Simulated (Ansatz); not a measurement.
One change: `COCC(=N)O` becomes `N=C(O)[CH2][SnH3]`.

Ansatz, PBE0-D4/def2-TZVP geometries, multiplicity 1. Each molecule was computed in one conformer, which needn't be the lowest.

Elements past krypton have def2 core potentials.

```tsv
property	`COCC(=N)O`
size of the dipole moment (ωB97M-V/def2-TZVPP) / D	1.57
size of the dipole moment (PBE/def2-TZVPP) / D	1.45
HOMO energy (PBE/def2-TZVPP) / eV	-6.26
HOMO energy (B3LYP/def2-TZVPP) / eV	-7.58
HOMO energy (PBE0/def2-TZVPP) / eV	-7.80
LUMO energy (B3LYP/def2-TZVPP) / eV	0.30
```

Question: Give the same properties after the change, and the shifts. (An estimate is asked.)

Answer: The calculation gave: 
```
                                          property  `N=C(O)[CH2][SnH3]`  shift
size of the dipole moment (ωB97M-V/def2-TZVPP) / D                 1.56  -0.01
    size of the dipole moment (PBE/def2-TZVPP) / D                 1.41  -0.04
                 HOMO energy (PBE/def2-TZVPP) / eV                -6.31  -0.05
               HOMO energy (B3LYP/def2-TZVPP) / eV                -7.42   0.16
                HOMO energy (PBE0/def2-TZVPP) / eV                -7.64   0.16
               LUMO energy (B3LYP/def2-TZVPP) / eV                -0.44  -0.74
```

With PBE0 the HOMO rises by 0.16 eV and the LUMO falls by 0.77 eV, so the gap narrows by about 0.93 eV. PBE moves the HOMO by -0.05 eV and ωB97M-V by 0.33 eV. The zero-point energy changes by -61.5 kJ/mol with -3 modes. Dipoles are sizes alone; their direction can turn.

B3LYP here is the variant with VWN-RPA as its local correlation; programs differ in this.
